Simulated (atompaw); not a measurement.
Yb (Z = 70): one change to a PAW (atompaw) potential, before and after

```
Element                 : ytterbium (Yb)
Generator               : atompaw 4.2.0.5
Type                    : PAW
Functional              : PBE
Relativity              : scalar-relativistic
Frozen core             : [Kr] 4d10
Valence charge          : 24
Reference configuration : 4f14 5s2 5p6 5d0 6s1 6p0 (charge +1)
Partial waves           : 5s (bound): rc 2.15 bohr; 6s (bound): rc 3.00 bohr; 5p (bound): rc 2.05 bohr; 6p (bound, empty): rc 2.30 bohr; 5d (bound, empty): rc 3.00 bohr; 5d channel at 4.45 Ry: rc 3.00 bohr; 4f (bound): rc 1.20 bohr; 4f channel at -0.1 Ry: rc 1.20 bohr
Local potential         : troulliermartins scheme with l = 4 at 0 Ry, radius 2.30 bohr
Core correction         : smooth core density matched at 2.35 bohr
Augmentation charge     : besselshape compensation charge, radius 2.30 bohr; PAW radius 3.00 bohr; waves and projectors: custom rrkj gramschmidtortho
```

All-electron outer shells of the reference configuration (PBE, scalar-relativistic, ld1.x):

```json
{"shell": "4p", "level (eV)": "-344.95", "outermost node (bohr)": "0.26", "outermost maximum (bohr)": "0.48"}
{"shell": "4d", "level (eV)": "-184.64", "outermost node (bohr)": "0.24", "outermost maximum (bohr)": "0.49"}
{"shell": "5s", "level (eV)": "-61.73", "outermost node (bohr)": "0.58", "outermost maximum (bohr)": "1.07"}
{"shell": "5p", "level (eV)": "-34.22", "outermost node (bohr)": "0.62", "outermost maximum (bohr)": "1.24"}
{"shell": "4f", "level (eV)": "-9.74", "outermost node (bohr)": "–", "outermost maximum (bohr)": "0.49"}
{"shell": "6s", "level (eV)": "-9.28", "outermost node (bohr)": "1.46", "outermost maximum (bohr)": "3.05"}
{"shell": "5d", "level (eV)": "-6.46", "outermost node (bohr)": "0.70", "outermost maximum (bohr)": "1.97"}
{"shell": "6p", "level (eV)": "-5.53", "outermost node (bohr)": "1.78", "outermost maximum (bohr)": "4.06"}
```

Change: augmentation besselshape compensation charge, radius 2.30 bohr; PAW radius 3.00 bohr; waves and projectors: modrrkj vanderbiltortho.

Cutoffs: the cutoffs (Ry, on a coarse ladder) from which the occupation-weighted sum of valence levels, in a spherical-Bessel basis at the reference potential, stays within 10 and 1 mRy of its value at 400 Ry; they do not see the model core or the augmentation charge, which bear on the density cutoff.

Task: What does the change do?

Result: The potential gets softer (140 Ry and 230 Ry → 100 Ry and 230 Ry); the range in which the d phases agree narrows (upper end at the end of the scan → 0.8); neither file shows a bound ghost.

| quantity | base | changed |
| --- | --- | --- |
| cutoff, loose | 140 Ry | 100 Ry |
| cutoff, tight | 230 Ry | 230 Ry |
| loose cutoff by channel (10 mRy a level) | s 10 Ry, p 15 Ry, f 90 Ry | s 10 Ry, p 15 Ry, f 80 Ry |
| bound ghosts | none | none |
| s: phases at 3.00 bohr within 0.05 rad from the reference energy up to (Ry; the scan ends near 5) | n/a | n/a |
| p: phases at 3.00 bohr within 0.05 rad from the reference energy up to (Ry; the scan ends near 5) | 4.6 | 4.6 |
| d: phases at 3.00 bohr within 0.05 rad from the reference energy up to (Ry; the scan ends near 5) | to the end of the scan | 0.8 |
| f: phases at 3.00 bohr within 0.05 rad from the reference energy up to (Ry; the scan ends near 5) | 4.7 | 5.0 |
| lowest overlap eigenvalue by channel | s 0.35, p 0.01, d 0.78, f 1.00 | s 0.93, p 0.88, d 0.86, f 0.01 |

 The cutoffs see the waves, projectors and local potential, not the compensation charge or the core.
